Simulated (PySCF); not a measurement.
SMILES C=Cc1ccccc1SC (C9H10S), GFN2-xTB optimised geometry.

```
20

C     -2.31    -1.93    -0.43
C     -1.10    -1.73     0.07
C     -0.35    -0.48     0.00
C     -1.00     0.76    -0.03
C     -0.29     1.94    -0.04
C      1.10     1.92    -0.02
C      1.76     0.71     0.00
C      1.05    -0.48     0.00
S      1.97    -2.01    -0.02
C      1.54    -2.58    -1.70
H     -2.81    -2.88    -0.34
H     -2.84    -1.17    -0.97
H     -0.58    -2.54     0.57
H     -2.08     0.78    -0.02
H     -0.82     2.88    -0.06
H      1.66     2.84    -0.02
H      2.84     0.67     0.01
H      1.91    -1.86    -2.42
H      0.47    -2.70    -1.78
H      2.04    -3.54    -1.83
```

Density from PBE/def2-SVP (PySCF 2.14.0) at that geometry.

Minimum of the electron density along straight lines between bonded atoms, close to the bond critical point (lines longer than 1.1 times the sum of covalent radii, or with two minima, are not listed):

| bond | length / Å | ρ at the minimum / e bohr⁻³ | ∇²ρ there / e bohr⁻⁵ | position (fraction from the first atom) |
|---|---|---|---|---|
| C1–C2 | 1.326 | 0.340 | ___ | 0.50 |
| C2–C3 | 1.460 | 0.271 | -0.63 | 0.50 |
| C3–C4 | 1.394 | 0.303 | -0.73 | 0.50 |
| C4–C5 | 1.381 | 0.311 | -0.77 | 0.50 |
| C5–C6 | 1.385 | 0.309 | -0.77 | 0.50 |
| C6–C7 | 1.383 | 0.310 | -0.77 | 0.50 |
| C3–C8 | 1.399 | 0.302 | -0.72 | 0.50 |
| C7–C8 | 1.385 | 0.310 | -0.77 | 0.50 |
| C8–S9 | 1.788 | ___ | -0.35 | 0.47 |
| S9–C10 | 1.822 | ___ | -0.29 | 0.54 |
| C1–H11 | 1.077 | 0.281 | -1.06 | 0.64 |
| C1–H12 | 1.078 | 0.280 | -1.05 | 0.63 |
| C2–H13 | 1.083 | 0.281 | -1.06 | 0.64 |
| C4–H14 | 1.080 | 0.282 | -1.06 | 0.63 |
| C5–H15 | 1.080 | 0.281 | -1.05 | 0.63 |
| C6–H16 | 1.080 | 0.281 | -1.05 | 0.63 |
| C7–H17 | 1.080 | 0.282 | -1.07 | 0.64 |
| C10–H18 | 1.086 | 0.277 | -1.04 | 0.64 |
| C10–H19 | 1.086 | 0.278 | -1.05 | 0.64 |
| C10–H20 | 1.085 | 0.277 | -1.03 | 0.64 |

### Question
Some entries are withheld; supply them.

### Answer

- C1–C2, ∇²ρ there / e bohr⁻⁵: -0.89
- C8–S9, ρ at the minimum / e bohr⁻³: 0.189
- S9–C10, ρ at the minimum / e bohr⁻³: 0.176
